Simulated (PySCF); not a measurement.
Computed IR spectrum (relative IR intensity) of a molecule C₃H₉ClSi₂. The structure is a stationary point at PBE0-D3(BJ)/def2-SVP. Other conformers were not sampled. These are PBE0-D3(BJ)/def2-SVP (PySCF) values and carry that method's errors. Frequencies are harmonic and unscaled.

Lines under 2 % of the strongest are left out, and lines within 2 cm⁻¹ are merged.

| ν (cm⁻¹) | relative intensity |
|---|---|
| 412 | 3.5 |
| 515 | 9.3 |
| 552 | 22 |
| 581 | 12 |
| 656 | 26 |
| 668 | 35 |
| 729 | 13 |
| 855 | 71 |
| 883 | 60 |
| 921 | 90 |
| 923 | 100 |
| 931 | 19 |
| 949 | 11 |
| 956 | 84 |
| 989 | 24 |
| 1151 | 8.5 |
| 1344 | 4.6 |
| 1385 | 4.2 |
| 1437 | 5.3 |
| 1450 | 15 |
| 1688 | 62 |
| 2218 | 51 |
| 2222 | 58 |
| 2229 | 50 |
| 2241 | 52 |
| 2252 | 67 |
| 3048 | 3.5 |
| 3114 | 6.7 |
| 3172 | 4.2 |

Task: Pick the molecule that these values belong to.
A) C/C=C(/[SiH3])[SiH2]Cl
B) [SiH3][SiH2]C/C=C\Cl
C) CC(Cl)=C([SiH3])[SiH3]
D) [SiH3][C@@H]1C[C@@H]1[SiH2]Cl

Result: A, C/C=C(/[SiH3])[SiH2]Cl
